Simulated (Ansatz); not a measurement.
Computed with Ansatz on PBE0-D4/def2-TZVP structures; ΔE is electronic, products minus reactants. CCSD(T)/CBS adds triple-zeta CCSD(T) − MP2 to the extrapolated MP2 energy (def2 sets, frozen cores). This one scheme is used for every species. DFT in def2-TZVPP. Elements past krypton have def2 core potentials. For In outer-core shells are correlated without core-valence functions, which leaves a few kJ/mol of doubt a bond. One conformer a species, not always the lowest.

Consider the ligand exchange at the In–Cl bond: `[SiH3][O][In]([Cl])[O][SiH3]` + silanol → `[SiH3][O][In]([O][SiH3])[O][SiH3]` + HCl.

`[SiH3][O][In]([Cl])[O][SiH3]`:

```xyz
12

Si   -1.770    1.918    1.038
O    -0.695    0.834    0.446
In   -0.787   -0.915   -0.424
Cl   -2.783   -1.953   -0.853
O     0.908   -1.743   -0.915
Si    2.485   -1.324   -0.772
H    -2.508    1.357    2.203
H    -1.023    3.127    1.470
H    -2.768    2.305    0.002
H     2.865   -1.144    0.657
H     2.769   -0.051   -1.491
H     3.307   -2.411   -1.362
```

`O[SiH3]`:

Cartesian coordinates in Å:
```
O -0.651 -0.201 -1.085
Si 0.043 0.122 0.374
H -0.105 -0.604 -1.761
H 0.548 -1.116 1.028
H -1.021 0.731 1.203
H 1.186 1.068 0.241
```

`[SiH3][O][In]([O][SiH3])[O][SiH3]`:

```xyz
16

Si    0.503   -2.900    1.155
O    -0.584   -1.677    1.119
In   -0.660    0.074    0.256
O    -2.267    1.163    0.412
Si   -2.725    2.637   -0.134
O     0.864    0.757   -0.772
Si    2.385    0.246   -1.085
H    -0.216   -4.165    1.452
H     1.200   -3.035   -0.157
H     1.533   -2.664    2.203
H    -1.821    3.705    0.379
H    -2.705    2.690   -1.622
H    -4.107    2.898    0.344
H     3.235    1.427   -1.386
H     2.406   -0.680   -2.251
H     2.960   -0.476    0.087
```

HCl:

Z-matrix (Å, degrees):
```
Cl
H 1 1.279
```

| level | ΔE (kcal/mol) |
| --- | --- |
| BLYP-D4 | 16.5 |
| B2PLYP | 17.9 |
| PBE | 18.9 |
| CAM-B3LYP | 18.4 |
| LC-ωPBE | 18.0 |
| MP2/def2-SVP | 15.8 |
| SCS-MP2/def2-QZVPP | 16.3 |
| CCSD/CBS(def2) | 16.8 |

(1) What does CCSD(T)/CBS give? (Best estimate.)

Largest T1 diagnostic among the species: 0.015.

Results:

(1) Ansatz gave: +16.2 kcal/mol. The listed levels differ from it by 0.3, 1.7, 2.7, 2.2, 1.8, -0.4, 0.1, 0.6 kcal/mol.

From r2SCAN to r2SCAN0 (25 % exact exchange), in def2-TZVPP and without D4, ΔE moves by +0.9 kcal/mol. The D4 term adds −1.8 kcal/mol with B3LYP and −1.1 kcal/mol with PBE0; it sums over pairs of atoms, weighted by their polarisabilities, and B3LYP, whose exchange is more repulsive, gets the larger term.

B3LYP here is the variant with VWN-RPA as its local correlation; programs differ in this.
